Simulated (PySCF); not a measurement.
Si(H)(Me)(SH)2 (CH6S2Si), SMILES [SiH](S)(S)C. Geometry: PBE-D3(BJ)/def2-SVP. Other conformers were not sampled.

Method: PBE-D3(BJ)/def2-SVP run with PySCF.

Harmonic wavenumbers (cm⁻¹): 107, 143, 154, 173, 214, 243, 449, 515, 613, 664, 687, 729, 765, 824, 865, 1214, 1376, 1379, 2142, 2606, 2618, 2977, 3080, 3089. Rotational constants (GHz): 3.959, 2.280, 1.595; symmetry number 1.

Task: Work out the zero-point energy and the ideal-gas rigid-rotor harmonic-oscillator thermochemistry at 298.15 K and 1 atm.

Result: ZPE = ½ Σ hcν = ½ × 27629 cm⁻¹ = 165.26 kJ/mol. H − E(el) = 187.99 kJ/mol. Entropy in J/(mol K): translation 167.40, rotation 115.07, vibration 76.77, total 359.25. G − E(el) = 80.89 kJ/mol. Cp = 115.41 J/(mol K). Modes under 150 cm⁻¹ make the vibrational entropy uncertain.
